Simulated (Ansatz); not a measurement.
Isolated molecules relaxed with PBE0-D4/def2-TZVP in Ansatz; ΔE leaves out vibrations. CCSD(T)/CBS is the MP2 limit (def2-TZVPP, def2-QZVPP) plus CCSD(T) − MP2 in def2-TZVPP, frozen cores. This one scheme is used for every species. DFT in def2-TZVPP. B3LYP here is the variant with VWN-RPA as its local correlation; programs differ in this. Each species was taken in one conformer, which may not be the lowest.

`C[SiH2][SiH2][AlH2]` + `C=CS` → `C=CS[SiH2]C` + `[AlH2][SiH3]`  (cleavage of the Si–Si bond)

```
             level  ΔE (kcal/mol)  difference from CCSD(T)/CBS
            PBE-D4           -9.2                          3.0
         r2SCAN-D4          -10.9                          1.3
           PBE0-D4          -10.1                          2.1
          B3LYP-D4          -11.7                          0.5
           ωB97X-V          -11.8                          0.4
            B2PLYP          -12.5                         -0.3
            r2SCAN          -11.0                          1.2
             B3LYP          -11.6                          0.6
    MP2/def2-TZVPP          -13.7                         -1.5
SCS-MP2/def2-TZVPP          -13.8                         -1.6
CCSD(T)/def2-TZVPP          -11.8                          0.4
     HF/def2-QZVPP          -14.6                         -2.4
    MP2/def2-QZVPP          -14.0                         -1.8
SCS-MP2/def2-QZVPP          -14.0                         -1.8
      HF/CBS(def2)          -14.6                         -2.4
    CCSD/CBS(def2)          -12.3                         -0.1
       CCSD(T)/CBS          -12.2                            0
```

Largest T1 diagnostic among the species: 0.012.

In def2-TZVPP, CCSD(T) changes the Hartree–Fock value by +2.7 kcal/mol (the triples alone add +0.2 kcal/mol) and MP2 by +0.8 kcal/mol. From PBE to PBE0 (25 % exact exchange), in def2-TZVPP and without D4, ΔE moves by −1.0 kcal/mol.
